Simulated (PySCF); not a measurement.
C₆ coefficients of unlike pairs at MN15

Calculated with PySCF 2.14 from the dipole response of each species, C₆(A,B) = (3/π) ∫ α_A(iu) α_B(iu) du, in atomic units, from isotropic polarisabilities. For ions this is the dispersion term alone; charge-induced terms of lower order in 1/R come first.

```json
{"species": "Ar²⁺", "configuration": "[Ne] 3s2 3p4 (3P)", "basis": "aug-cc-pwCVQZ (10s9p7d5f3g)", "relativity": "none", "α (bohr³)": "4.747", "C₆ (like pair)": "16.01"}
{"species": "Nb", "configuration": "[Kr] 4d4 5s1 (6D)", "basis": "aug-cc-pVDZ-PP with ECP28MDF (5s5p4d2f)", "relativity": "core potential", "α (bohr³)": "99.59", "C₆ (like pair)": "1136"}
{"species": "In", "configuration": "[Kr] 4d10 5s2 5p1 (2P)", "basis": "aug-cc-pVQZ-PP with one added diffuse shell each of s, p, d, f, g type with ECP28MDF (8s8p6d4f3g)", "relativity": "core potential", "α (bohr³)": "73.51", "C₆ (like pair)": "743.6"}
```

(1) Estimate C₆ for In with Ar²⁺.

No spin-orbit coupling is included.

The other pairs:

```tsv
pair	C₆
In, Nb	915.6
Nb, Ar²⁺	105.2
```

## Answers

(1) The integral gives 88.87. The combination rule 2 C_A C_B / (C_A α_B/α_A + C_B α_A/α_B) gives 80.45 and the geometric mean 109.1.
